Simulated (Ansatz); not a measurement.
BGaH$_{4}$OS$_{2}$, SMILES `OBS[S][GaH2]`, 9 atoms. Total charge 0; spin multiplicity 1. Correlated methods include outer-core shells of Ga, which these sets cover unevenly. Scalar relativity is left out up to krypton. All runs use 4 threads of an AMD EPYC 7B13 on a shared host. Correlated methods freeze the cores.

(1) How many basis functions does each run have, and how long does it take in Ansatz? RHF-CCSD(T)/def2-TZVPP energy; RKS PBE0-D4/def2-TZVP frequencies; RKS PBE0-D4/def2-QZVPP energy; RHF-CCSD(T)/def2-SVP energy; RKS ωB97M-V/def2-TZVPP energy and forces; RKS revPBE-D4/def2-TZVPP energy; RKS ωB97M-V/def2-QZVPP energy; RHF-MP2/def2-QZVPP energy; RKS PBE0-D4/def2-SVP energy; RKS PBE0-D4/def2-TZVP relaxation (10 steps); direct RPA on PBE orbitals/def2-TZVPP energy; RKS PBE0-D4/def2-TZVPP energy. (Estimate.)

Results:

(1) Ansatz gave: Other jobs shared the machine, so times are rough.

```json
{"level": "RKS PBE0-D4/def2-SVP", "job": "energy", "functions": "116", "wall time": "1.5 s", "peak host memory (GiB)": "0.3"}
{"level": "RKS revPBE-D4/def2-TZVPP", "job": "energy", "functions": "250", "wall time": "2.2 s", "peak host memory (GiB)": "0.4"}
{"level": "RKS PBE0-D4/def2-TZVPP", "job": "energy", "functions": "250", "wall time": "3.8 s", "peak host memory (GiB)": "0.85"}
{"level": "direct RPA on PBE orbitals/def2-TZVPP", "job": "energy", "functions": "250", "wall time": "5.5 s", "peak host memory (GiB)": "0.63"}
{"level": "RHF-CCSD(T)/def2-SVP", "job": "energy", "functions": "116", "wall time": "7 s", "peak host memory (GiB)": "0.56"}
{"level": "RKS PBE0-D4/def2-QZVPP", "job": "energy", "functions": "463", "wall time": "11 s", "peak host memory (GiB)": "2.2"}
{"level": "RKS ωB97M-V/def2-TZVPP", "job": "energy and forces", "functions": "250", "wall time": "11 s", "peak host memory (GiB)": "1.1"}
{"level": "RKS ωB97M-V/def2-QZVPP", "job": "energy", "functions": "463", "wall time": "21 s", "peak host memory (GiB)": "2.6"}
{"level": "RHF-MP2/def2-QZVPP", "job": "energy", "functions": "463", "wall time": "22 s", "peak host memory (GiB)": "3"}
{"level": "RKS PBE0-D4/def2-TZVP", "job": "relaxation (10 steps)", "functions": "208", "wall time": "46 s", "peak host memory (GiB)": "0.73"}
{"level": "RKS PBE0-D4/def2-TZVP", "job": "frequencies", "functions": "208", "wall time": "2.4 min", "peak host memory (GiB)": "0.75"}
{"level": "RHF-CCSD(T)/def2-TZVPP", "job": "energy", "functions": "250", "wall time": "2.5 min", "peak host memory (GiB)": "5.1"}
```
